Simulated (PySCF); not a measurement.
The free ion Tc4+ in its d3 configuration.

Method (PySCF 2.14, density fitting): CASSCF(3,5) with orbitals averaged over all microstates of the shell, strongly contracted NEVPT2 on the averaged canonical orbitals; basis x2c-TZVPall; spin-free X2C; gas phase; spin-orbit coupling by state interaction with the mean-field operator over all roots.

CASSCF energies above the lowest CASSCF root:

| state | CASSCF / cm⁻¹ |
| --- | --- |
| 4F | 0 |
| 4P | 13674 |
| 2G | 14773 |
| 2P | 19331 |
| 2H | 19331 |
| 2D | 21205 |
| 2F | 33004 |
| 2D | 52346 |

Q: How does dynamic correlation (SC-NEVPT2) move these states?

A: 
```json
{"state": "4F", "NEVPT2 / cm⁻¹": "0", "shift / cm⁻¹": "0"}
{"state": "4P", "NEVPT2 / cm⁻¹": "11706", "shift / cm⁻¹": "-1968"}
{"state": "2G", "NEVPT2 / cm⁻¹": "13250", "shift / cm⁻¹": "-1522"}
{"state": "2P", "NEVPT2 / cm⁻¹": "17064", "shift / cm⁻¹": "-2266"}
{"state": "2H", "NEVPT2 / cm⁻¹": "17850", "shift / cm⁻¹": "-1481"}
{"state": "2D", "NEVPT2 / cm⁻¹": "18467", "shift / cm⁻¹": "-2738"}
{"state": "2F", "NEVPT2 / cm⁻¹": "29221", "shift / cm⁻¹": "-3784"}
{"state": "2D", "NEVPT2 / cm⁻¹": "46742", "shift / cm⁻¹": "-5604"}
```

In the ligand-field fit B goes from 912 to 784 cm⁻¹, C goes from 3709 to 3433 cm⁻¹.

These are spin-free levels; spin-orbit coupling mixes and splits them, by more than some of the gaps here.
